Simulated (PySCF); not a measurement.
CH9ClN2Si2, SMILES C[Si@@](N)(Cl)[SiH2]N.

Geometry optimised at PBE-D3(BJ)/def2-SVP. The structure was generated by enumeration; whether it is a known compound was not checked. Other conformers were not sampled.

Computed with PBE-D3(BJ)/def2-SVP in PySCF.

Frequencies are harmonic and unscaled.

Computed vibrational spectrum:
```tsv
mode	ν (cm⁻¹)	IR (km/mol)	moving atoms (share of kinetic energy)
1	48	1.2	N 46 %, H 19 %, Cl 17 %, Si 13 %
2	50	0.8	N 37 %, H 27 %, Si 16 %, C 11 %, Cl 10 %
3	110	3.9	H 38 %, C 22 %, N 19 %, Si 19 %
4	138	5.8	H 59 %, Cl 16 %, N 10 %, Si 9 %
5	153	5.8	H 83 %, N 9 %
6	175	18.5	H 66 %, N 17 %
7	189	7.1	H 26 %, Cl 22 %, C 20 %, Si 19 %, N 14 %
8	211	2.7	H 38 %, Si 22 %, N 21 %, C 15 %
9	245	10.1	Cl 25 %, N 25 %, Si 24 %, H 22 %
10	323	34.1	H 87 %, N 9 %
11	401	5.9	Si 55 %, H 15 %, Cl 12 %, C 9 %, N 8 %
12	445	11.8	H 71 %, Si 22 %
13	474	136.7	H 46 %, Si 21 %, N 19 %, Cl 14 %
14	493	221.1	H 68 %, N 21 %
15	517	163.0	H 39 %, Si 34 %, N 14 %, Cl 12 %
16	668	1.8	H 93 %
17	684	28.6	C 36 %, H 30 %, Si 29 %
18	727	16.4	H 76 %, C 14 %, N 8 %
19	759	127.9	H 70 %, C 17 %
20	796	22.5	N 48 %, Si 27 %, H 24 %
21	817	119.9	H 82 %, Si 11 %
22	836	59.5	Si 35 %, N 33 %, H 30 %
23	866	136.2	H 79 %, Si 13 %
24	881	8.4	H 68 %, Si 17 %, N 10 %
25	902	34.3	H 82 %, N 13 %
26	1211	22.2	H 78 %, C 22 %
27	1375	4.7	H 96 %
28	1382	3.5	H 96 %
29	1499	36.2	H 90 %, N 10 %
30	1504	23.6	H 91 %, N 9 %
31	2134	107.2	H 97 %
32	2161	96.1	H 96 %
33	2975	2.8	H 97 %
34	3074	3.1	H 91 %, C 9 %
35	3087	2.3	H 91 %, C 9 %
36	3458	13.0	H 96 %
37	3462	19.1	H 96 %
38	3553	18.2	H 92 %, N 8 %
39	3554	16.6	H 92 %, N 8 %
```
